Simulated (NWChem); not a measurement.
Everything below was run with NWChem. System: silylarsine (H$_{5}$AsSi), charge 0, spin multiplicity 1, at a geometry optimised with B3LYP/def2-SVP. Level: B3LYP/def2-SVP, VWN1-RPA local correlation.

Input file:

```
start mol
memory heap 200 mb stack 900 mb global 1100 mb
geometry units angstroms nocenter noautoz noautosym
  Si     1.556855    -0.299919     0.000000
  As    -0.782921     0.210597     0.000000
  H      2.168628     0.316779     1.213199
  H      2.168628     0.316779    -1.213199
  H      1.847283    -1.763346     0.000000
  H     -1.072057    -0.810519     1.103552
  H     -1.072057    -0.810519    -1.103552
end
basis spherical
  * library def2-svp
end
dft
  xc b3lyp
  semidirect memsize 60000000 filesize 0
  iterations 100
end
task dft energy
```

Part of the output:

```
             Northwest Computational Chemistry Package (NWChem) 7.3.0
             --------------------------------------------------------

                                NWChem Input Module
                                -------------------

 Scaling coordinates for geometry "geometry" by  1.889725989
 (inverse scale =  0.529177249)

                             Geometry "geometry" -> ""
                             -------------------------

 Output coordinates in angstroms (scale by  1.889725989 to convert to a.u.)

  No.       Tag          Charge          X              Y              Z
 ---- ---------------- ---------- -------------- -------------- --------------
    1 Si                  14.0000     1.55685500    -0.29991900     0.00000000
    2 As                  33.0000    -0.78292100     0.21059700     0.00000000
    3 H                    1.0000     2.16862800     0.31677900     1.21319900
    4 H                    1.0000     2.16862800     0.31677900    -1.21319900
    5 H                    1.0000     1.84728300    -1.76334600     0.00000000
    6 H                    1.0000    -1.07205700    -0.81051900     1.10355200
    7 H                    1.0000    -1.07205700    -0.81051900    -1.10355200

 Effective nuclear repulsion energy (a.u.)     162.9400874587

            Nuclear Dipole moment (a.u.)
            ----------------------------
        X                 Y               Z
 ---------------- ---------------- ----------------
     0.0000037795     0.0000170075     0.0000000000


 Summary of "ao basis" -> "" (spherical)
 ------------------------------------------------------------------------------
       Tag                 Description            Shells   Functions and Types
 ---------------- ------------------------------  ------  ---------------------
 *                          def2-svp                  on all atoms

                                 NWChem DFT Module
                                 -----------------

 Summary of "ao basis" -> "ao basis" (spherical)
 ------------------------------------------------------------------------------
       Tag                 Description            Shells   Functions and Types
 ---------------- ------------------------------  ------  ---------------------
 Si                         def2-svp                 8       18   4s3p1d
 As                         def2-svp                12       32   5s4p3d
 H                          def2-svp                 3        5   2s1p

 Summary of "ao basis" -> "ao basis" (spherical)
 ------------------------------------------------------------------------------
       Tag                 Description            Shells   Functions and Types
 ---------------- ------------------------------  ------  ---------------------
 Si                         def2-svp                 8       18   4s3p1d
 As                         def2-svp                12       32   5s4p3d
 H                          def2-svp                 3        5   2s1p

            General Information
            -------------------
          SCF calculation type: DFT
          Wavefunction type:  closed shell.
          No. of atoms     :     7
          No. of electrons :    52
           Alpha electrons :    26
            Beta electrons :    26
          Charge           :     0
          Spin multiplicity:     1
          Use of symmetry is: off; symmetry adaption is: off
          Maximum number of iterations: 100
          AO basis - number of functions:    75
                     number of shells:    35
          Convergence on energy requested:  1.00D-06
          Convergence on density requested:  1.00D-05
          Convergence on gradient requested:  5.00D-04

              XC Information
              --------------
                         B3LYP Method XC Potential
                     Hartree-Fock (Exact) Exchange  0.200
                        Slater Exchange Functional  0.800 local
                    Becke 1988 Exchange Functional  0.720 non-local
              Lee-Yang-Parr Correlation Functional  0.810
                  VWN I RPA Correlation Functional  0.190 local

             Grid Information
             ----------------
          Grid used for XC integration:  medium
          Radial quadrature: Mura-Knowles
          Angular quadrature: Lebedev.
          Tag              B.-S. Rad. Rad. Pts. Rad. Cut. Ang. Pts.
          ---              ---------- --------- --------- ---------
          Si                  1.10       88           9.0       590
          As                  1.15      112          10.0       590
          H                   0.35       45          11.0       434
          Grid pruning is: on
          Number of quadrature shells:   425
          Spatial weights used:  Erf1

          Convergence Information
          -----------------------
          Convergence aids based upon iterative change in
          total energy or number of iterations.
          Levelshifting, if invoked, occurs when the
          HOMO/LUMO gap drops below (HL_TOL):  1.00D-02
          DIIS, if invoked, will attempt to extrapolate
          using up to (NFOCK): 10 stored Fock matrices.

                    Damping( 0%)  Levelshifting(0.5)       DIIS
                  --------------- ------------------- ---------------
          dE  on:    start            ASAP                start
          dE off:    2 iters        100 iters           100 iters

      Screening Tolerance Information
      -------------------------------
          Density screening/tol_rho:  1.00D-10
          AO Gaussian exp screening on grid/accAOfunc:  14
          CD Gaussian exp screening on grid/accCDfunc:  20
          XC Gaussian exp screening on grid/accXCfunc:  20
          Schwarz screening/accCoul:  1.00D-08

      Superposition of Atomic Density Guess
      -------------------------------------

 Sum of atomic energies:       -2525.09456614

      Non-variational initial energy
      ------------------------------

 Total energy =   -2525.602761
 1-e energy   =   -3841.884114
 2-e energy   =    1153.341266
 HOMO         =      -0.286151
 LUMO         =       0.071815

------------------------------------------------------------
EAF file 0: "./mol.aoints.0" size=524288 bytes
------------------------------------------------------------
               write      read    awrite     aread      wait
               -----      ----    ------     -----      ----
     calls:        1         0         0         0         0
   data(b): 5.24e+05  0.00e+00  0.00e+00  0.00e+00
   time(s): 0.00e+00  0.00e+00  0.00e+00  0.00e+00  0.00e+00
rate(mb/s): 0.00e+00  0.00e+00
------------------------------------------------------------

   convergence    iter        energy       DeltaE   RMS-Dens  Diis-err    time
 ---------------- ----- ----------------- --------- --------- ---------  ------
 d= 0,ls=0.0,diis     1  -2528.0378787306 -2.69D+03  8.93D-03  2.08D-01     1.0
 d= 0,ls=0.0,diis     2  -2528.0585268780 -2.06D-02  3.02D-03  4.66D-02     1.2
 d= 0,ls=0.0,diis     3  -2528.0628552671 -4.33D-03  1.26D-03  6.46D-03     1.5
 d= 0,ls=0.0,diis     4  -2528.0636022250 -7.47D-04  4.19D-04  3.88D-04     1.7
 d= 0,ls=0.0,diis     5  -2528.0636676723 -6.54D-05  6.12D-05  1.33D-05     2.0
  Resetting Diis
 d= 0,ls=0.0,diis     6  -2528.0636694012 -1.73D-06  1.35D-05  9.62D-07     2.2
 d= 0,ls=0.0,diis     7  -2528.0636695552 -1.54D-07  3.33D-06  1.15D-08     2.5

         Total DFT energy =    -2528.063669555176
      One electron energy =    -3843.056909381238
           Coulomb energy =     1257.919142897882
    Exchange-Corr. energy =     -105.865990530492
 Nuclear repulsion energy =      162.940087458671

 Numeric. integr. density =       52.000019262871

     Total iterative time =      2.2s

                       DFT Final Molecular Orbital Analysis
                       ------------------------------------

 Vector   24  Occ=2.000000D+00  E=-3.459310D-01
              MO Center=  1.1D+00, -3.4D-02, -9.9D-08, r^2= 4.0D+00
   Bfn.  Coefficient  Atom+Function         Bfn.  Coefficient  Atom+Function
  ----- ------------  ---------------      ----- ------------  ---------------
    51      0.285996  3 H  s                 56     -0.285996  4 H  s
    10      0.250188  1 Si pz                32     -0.185984  2 As pz
    66     -0.183120  6 H  s                 71      0.183120  7 H  s
    13      0.169955  1 Si pz                52      0.165626  3 H  s
    57     -0.165626  4 H  s                  7     -0.141178  1 Si pz

 Vector   25  Occ=2.000000D+00  E=-3.184622D-01
              MO Center=  2.0D-01, -4.4D-02, -1.3D-08, r^2= 3.5D+00
   Bfn.  Coefficient  Atom+Function         Bfn.  Coefficient  Atom+Function
  ----- ------------  ---------------      ----- ------------  ---------------
    30      0.273138  2 As px                33      0.224724  2 As px
     8     -0.222074  1 Si px                31      0.203660  2 As py
    66     -0.188785  6 H  s                 71     -0.188785  7 H  s
    22      0.176918  2 As s                 27     -0.164789  2 As px
    23      0.160548  2 As s                 11     -0.159256  1 Si px

 Vector   26  Occ=2.000000D+00  E=-2.676770D-01
              MO Center= -4.7D-01,  1.6D-01,  8.3D-09, r^2= 3.1D+00
   Bfn.  Coefficient  Atom+Function         Bfn.  Coefficient  Atom+Function
  ----- ------------  ---------------      ----- ------------  ---------------
    22      0.320628  2 As s                 34      0.316216  2 As py
    31      0.307606  2 As py                23      0.263152  2 As s
    30     -0.247529  2 As px                33     -0.242940  2 As px
    21     -0.200018  2 As s                 28     -0.190389  2 As py
     8      0.186975  1 Si px                11      0.179647  1 Si px

 Vector   27  Occ=0.000000D+00  E= 7.102406D-03
              MO Center=  3.4D-01, -1.8D-01,  5.0D-09, r^2= 4.9D+00
   Bfn.  Coefficient  Atom+Function         Bfn.  Coefficient  Atom+Function
  ----- ------------  ---------------      ----- ------------  ---------------
    33      0.923721  2 As px                11      0.883804  1 Si px
     4     -0.504762  1 Si s                  3     -0.489172  1 Si s
    62      0.333586  5 H  s                 30      0.285489  2 As px
     8      0.234340  1 Si px                23      0.220681  2 As s
     2     -0.211549  1 Si s                 67      0.202474  6 H  s

 Vector   28  Occ=0.000000D+00  E= 1.353291D-02
              MO Center= -6.3D-01, -5.5D-02,  7.8D-08, r^2= 3.7D+00
   Bfn.  Coefficient  Atom+Function         Bfn.  Coefficient  Atom+Function
  ----- ------------  ---------------      ----- ------------  ---------------
    35      1.038268  2 As pz                67     -0.822705  6 H  s
    72      0.822705  7 H  s                 32      0.281983  2 As pz
    66     -0.240421  6 H  s                 71      0.240421  7 H  s
    13      0.237151  1 Si pz                52     -0.216282  3 H  s
    57      0.216282  4 H  s                 29     -0.183519  2 As pz

 Vector   29  Occ=0.000000D+00  E= 2.394862D-02
              MO Center=  5.5D-02, -4.2D-01, -5.9D-08, r^2= 5.4D+00
   Bfn.  Coefficient  Atom+Function         Bfn.  Coefficient  Atom+Function
  ----- ------------  ---------------      ----- ------------  ---------------
    23      1.329910  2 As s                 67     -0.958821  6 H  s
    72     -0.958821  7 H  s                 34     -0.920468  2 As py
    11      0.701438  1 Si px                62     -0.568026  5 H  s
    12     -0.523451  1 Si py                22      0.460547  2 As s
     3      0.322318  1 Si s                  4     -0.306573  1 Si s

 center of mass
 --------------
 x =  -0.19310200 y =   0.08079919 z =   0.00000000

 moments of inertia (a.u.)
 ------------------
          56.150321893154          89.603575026426           0.000000000000
          89.603575026426         475.895712641808           0.000000000000
           0.000000000000           0.000000000000         493.325333205955

     Multipole analysis of the density
     ---------------------------------

     L   x y z        total         alpha         beta         nuclear
     -   - - -        -----         -----         ----         -------
     0   0 0 0     -0.000000    -26.000000    -26.000000     52.000000

     1   1 0 0      0.036096      0.018046      0.018046      0.000004
     1   0 1 0     -0.152584     -0.076300     -0.076300      0.000017
     1   0 0 1     -0.000000     -0.000000     -0.000000      0.000000

     2   2 0 0    -26.600012   -136.998069   -136.998069    247.396126
     2   1 1 0      0.662228     21.978361     21.978361    -43.294494
     2   1 0 1      0.000000      0.000000      0.000000      0.000000
     2   0 2 0    -26.710035    -26.473099    -26.473099     26.236163
     2   0 1 1      0.000000      0.000000      0.000000      0.000000
     2   0 0 2    -25.523192    -22.366612    -22.366612     19.210032

 Task  times  cpu:        2.5s     wall:        2.5s

 Total times  cpu:        2.5s     wall:        2.5s
```
